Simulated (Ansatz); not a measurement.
Ansatz (an electronic-structure program) input:

Ansatz 0.2 input:
```yaml
crystal:
  periodic: [false, false, false]
  atoms:
    - {symbol: B, position_ang: [0.04080847, -0.05580682, 0.09112762]}
    - {symbol: H, position_ang: [-1.00450769, 0.19862766, -0.59340311]}
    - {symbol: H, position_ang: [0.45813034, -0.62650713, 1.02303099]}
    - {symbol: H, position_ang: [0.34233501, 0.70691356, -0.88526598]}
basis:
  gaussian:
    orbitals: def2-TZVPD
hamiltonian:
  xc: {name: LC-wPBE}
total_charge: 1
magnetization: {spin_polarized: true, initial_magnetization: 1}
output: {forces: true}
```

Q: What final total energy does it print?

A: -26.14882 Eh (LC-wPBE/def2-TZVPD). The basis has 64 functions.
